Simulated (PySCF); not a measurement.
A GIAO shielding run with PySCF 2.14 (density fitting, non-relativistic, gas phase) on SMILES [SiH3]C1C[SiH2]C[SiH2]C1, C4H14Si3:

```
$ OMP_NUM_THREADS=1 python probes_run.py task.json out

{"job": {"kind": "nmr", "xc": "PBE0", "basis": "pcSseg-1"}, "charge": 0, "multiplicity": 1}
Si     2.803023    -0.146580    -0.637864
C      1.034348    -0.078219     0.081962
C      0.385556     1.274580    -0.236358
Si    -1.253293     1.599033     0.674599
C     -2.409244     0.136771     0.314833
Si    -1.457121    -1.500252     0.444013
C      0.202829    -1.251839    -0.450268
H      3.601526     0.948237    -0.082324
H      3.419974    -1.432367    -0.303899
H      2.734321    -0.004521    -2.094887
H      1.101346    -0.174922     1.172798
H      0.231384     1.344318    -1.316039
H      1.086906     2.072702     0.017983
H     -1.838788     2.863920     0.205503
H     -0.993102     1.694621     2.117972
H     -2.816525     0.237630    -0.690752
H     -3.260684     0.144101     0.991671
H     -1.199928    -1.832223     1.852696
H     -2.202950    -2.602904    -0.180564
H      0.788013    -2.169757    -0.361775
H      0.033489    -1.105387    -1.519770
```

Hardware: 1 thread of an Arm Neoverse N1, shared host. The job also computes population analyses, field gradients, ring-centre shieldings.

Task: How large is the calculation?

Result: 80 electrons, 210 basis functions and 1159 auxiliary functions.

Task: How long does it take, and how much memory does it need?

Result: 65 s of wall time, with 13 SCF cycles and 4 response iterations; peak memory 1.1 GiB. Times on a shared host scatter by some tens of per cent.
